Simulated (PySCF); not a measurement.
Vertical excitations of a molecule FH₆NSi₂ from TDA-PBE0/def2-SVPD run with PySCF, as energy in eV (oscillator strength): 5.34 (0.034), 5.89 (0.015), 6.82 (0.005), 7.10 (0.011), 7.15 (0.118), 7.39 (0.089), 7.51 (0.065), 7.69 (0.025), 7.80 (0.035), 7.88 (0.037). Lowest triplet (TDA): 4.70 eV. Geometry: PBE-D3(BJ)/def2-SVP. The values are those of a single conformer.

Task: Pick the molecule that these values belong to.
A. F[SiH2]N[SiH3]
B. N[SiH2][SiH2]F
C. N[Si@H](F)[SiH3]

Result: B, N[SiH2][SiH2]F
